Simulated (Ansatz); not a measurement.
System: sum formula SnOF2, charge 0, multiplicity 1. 
Coordinates optimised at B3LYP-D3(BJ)/def2-TZVP (Ansatz, a first-principles code):
SMILES: [O]=[Sn]([F])[F]
```xyz
4

Sn     0.0974    -0.0317    -0.0239
O      1.7879    -0.5810    -0.4380
F     -0.9473    -0.2670     1.5556
F     -1.1831     0.9594    -1.0337
```

Give the harmonic wavenumbers at B3LYP-D3(BJ)/def2-TZVP (Ansatz, finite differences of forces, unscaled).

140, 145, 189, 622, 628, 817 cm⁻¹. Zero-point energy 3.6 kcal/mol.

From these and the geometry, give the ideal-gas thermochemistry at 298.15 K and 1 atm (rigid rotor, harmonic oscillator).

Point group C2v, rotational symmetry number 2. Rotational constants 6.437, 4.546, 2.664 GHz. S(trans) 41.35, S(rot) 24.45, S(vib) 8.79, S(elec, spin only) 0.00, S 74.6 cal/(mol K). H(298) - H(0) 3.79 kcal/mol; G - E(el) -14.8 kcal/mol.
